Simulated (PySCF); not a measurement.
**Computed properties of C3H9NSi2, SMILES CC1=C[SiH2]N[SiH2]1**

C3H9NSi2, SMILES CC1=C[SiH2]N[SiH2]1. Coordinates come from a B3LYP-D3(BJ)/def2-SVP optimisation. The structure was generated by enumeration, and PubChem lists no compound with its InChIKey, so it may never have been made. The values are those of a single conformer. All values are computed for the isolated molecule unless a solvent is named; none is compared with measurement here.

**Structure.** The optimised structure has Cs symmetry. All 39 harmonic modes at B3LYP-D3(BJ)/def2-SVP (PySCF) are real, so it is a minimum. With heavy atoms numbered as in [CH3:1][C:2]1=[CH:3][SiH2:4][NH:5][SiH2:6]1, the shortest bond between them is C2–C3 at 1.352 Å and the longest C2–Si6 at 1.893 Å.

**Vibrations.** The strongest infrared lines (harmonic, unscaled, degenerate partners summed) lie at 946 cm⁻¹ (381 km/mol, H 63 %, Si 20 %, N 12 %), 2191 cm⁻¹ (329 km/mol, H 98 %), 2179 cm⁻¹ (289 km/mol, H 96 %). The softest mode is at 132 cm⁻¹ and the zero-point energy is 69.4 kcal/mol.

**Electronic structure.** PBE0/def2-TZVP (PySCF) places the frontier levels at -7.29 and -0.50 eV, a gap of 6.79 eV, and gives a dipole moment of 0.38 D and a mean polarisability of 91.5 bohr³. PBE/def2-TZVP (PySCF) at the same geometry gives -5.96 and -1.48 eV, so its gap is 2.31 eV narrower. An orbital gap is neither the optical nor the fundamental gap.

**Excitations.** TDA-PBE0/def2-SVPD (PySCF) has S1 at 5.62 eV (221 nm, f = 0.027, weak); the most intense of the 10 singlets computed lies at 6.82 eV (f = 0.38). T1 (TDA) is at 4.00 eV, 1.62 eV under S1. TDA-PBE/def2-SVPD (PySCF) puts S1 at 4.54 eV. No vertical singlet excitation falls in the visible range (under 3.1 eV).

**NMR.** GIAO shifts at KT2/pcSseg-1 (PySCF) (non-relativistic, atoms alike by connectivity averaged): ¹³C from 28.7 to 159.2 ppm against TMS; ¹H from -0.2 to 6.9 ppm against TMS; ²⁹Si from -26.6 to -22.3 ppm against TMS.

**Solvation.** SMD-M06-2X/def2-SVP (PySCF) gives 1.7 kcal/mol in water, -2.1 kcal/mol in toluene, -2.9 kcal/mol in chloroform (1 M in both phases, gas-phase geometry); of these solvents chloroform holds the molecule best.
